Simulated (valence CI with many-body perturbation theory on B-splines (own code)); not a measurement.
# Zn XXIV in three bases

Computed by valence CI with perturbative core correlation (CI+MBPT): five valence electrons over a frozen Dirac-Fock core [He], radial functions for each j: 9 s, 9 p, 8 d, 6 f, 3 g, 1 h, with the one-electron correlation potential Σ1, the two-electron term Σ2, the three-electron term Σ3, Breit, model QED; selected CI, second order for the rest, scaled by the run's own slope (own B-spline code, finite nucleus).

No measured spectrum was set against this ion. As an estimate, levels of excited configurations hold to 0.05 to 0.15 % of their energy, terms of the ground configuration to about 0.5 %. Among the levels kept, up to 3800 cm⁻¹ of a level comes from second order outside the variational space, and about a tenth of that is noise between levels of different J, which matters for small intervals.

The reference run has the lowest level 2s2 2p3 4S°_3/2 and an ionisation energy of 2213.07 eV. Its largest variational space holds 27363 state functions.

Names give the largest LS component (configuration and term), which can be under half, so a name can repeat, a term be missing and a line seem to break the LS rules; names also repeat where a configuration has a term twice.

Changed runs:
A. basis 6 s, 6 p, 5 d, 3 f, 1 g
B. basis 5 s, 5 p, 4 d, 2 f

Excitation energies of the reference run in cm⁻¹, and shifts in cm⁻¹:

```csv
Level,Reference,A,B
2s2 2p3 2D°_3/2,187968,+121,+380
2s2 2p3 2D°_5/2,254326,+192,+546
2s2 2p3 2P°_1/2,357363,+198,+648
2s2 2p3 2P°_3/2,500707,+169,+540
2s 2p4 4P_5/2,956713,+25,+73
2s 2p4 4P_3/2,1084760,+11,+61
2s 2p4 4P_1/2,1110630,+25,+133
2s 2p4 2D_3/2,1328810,+257,+827
2s 2p4 2D_5/2,1372300,+270,+827
2s 2p4 2S_1/2,1517050,+282,+979
2s 2p4 2P_3/2,1579560,+307,+995
2s 2p4 2P_1/2,1767390,+284,+983
Ionisation energy (eV),2213.07,-0.026,-0.09
```
